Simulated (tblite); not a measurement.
Compound: C7H3N3 (charge -1 and doublet state).
Numbering: `[N:1]#[C:2][c:3]1[cH:4][c:5]([C:6]=[N-:7])[cH:8][cH:9][n:10]1` (hydrogens: H11 on C4; H12 on C8; H13 on C9)

Calculated harmonic vibrations of the isolated species, GFN2-xTB (tblite), most abundant isotopes, no scaling. Errors from tens to a few hundred cm⁻¹ against measured bands are possible. Open shells enter through the occupations alone, without spin polarisation, and single modes of such species can be off by tens of per cent.

Harmonic wavenumbers (cm⁻¹): 106.7, 115.6, 128.5, 176.6, 316.7, 343.2, 421.9, 437.3, 468.1, 518.6, 538.6, 572.6, 621.3, 713.6, 727.5, 846.1, 897.2, 905.3, 975.5, 1122.9, 1146.4, 1236.1, 1265.1, 1274.6, 1361.9, 1390.3, 1447.6, 1511.6, 2235.7, 2305.0, 2962.9, 3027.7, 3050.6.

A = 2779, B = 933.3, C = 698.7 MHz; mass 129.033 u (most abundant isotopes); point group Cs, symmetry number 1; spin multiplicity 2.

**Question.** What is the zero-point energy?

**Answer.** ½Σν̃ = 17585 cm⁻¹ = 50.28 kcal/mol.

**Question.** Entropy at 350 K, 1 bar (ideal gas, RRHO, classical rotation)?

**Answer.** Translation 41.30, rotation 30.04, vibration 24.53, spin (R ln 2) 1.38: S = 97.3 cal/(mol K).

**Question.** And Cp and H(350 K) − H(0)?

**Answer.** Cp = 36.23 cal/(mol K), of which vibrations give 28.28 (their classical limit is 33 R = 65.6); H(350 K) − H(0) = 7.64 kcal/mol without the zero-point energy, 4.85 from vibrations.

**Question.** What must be added to the electronic energy to get the Gibbs energy at 350 K and 1 bar?

**Answer.** ZPE + [H(350 K) − H(0)] − T·S = 50.28 + 7.64 − 34.04 = 23.88 kcal/mol.

**Question.** How do the functions run with temperature in this model?

**Answer.** 
```csv
T (K),S (cal/(mol K)),Cp (cal/(mol K)),H − H(0) (kcal/mol),G − H(0) (kcal/mol),ln q(vib)
150,74.2,19.7,1.97,-9.17,1.55
250,86.4,28.5,4.39,-17.21,3.40
298.15,91.8,32.4,5.86,-21.50,4.34
400,102.3,39.5,9.53,-31.39,6.36
600,120.4,49.6,18.52,-53.72,10.30
900,142.3,58.3,34.84,-93.26,15.77
```

q(vib) and H(0) count from the zero-point level.

Hindered rotation and anharmonicity are outside this model.
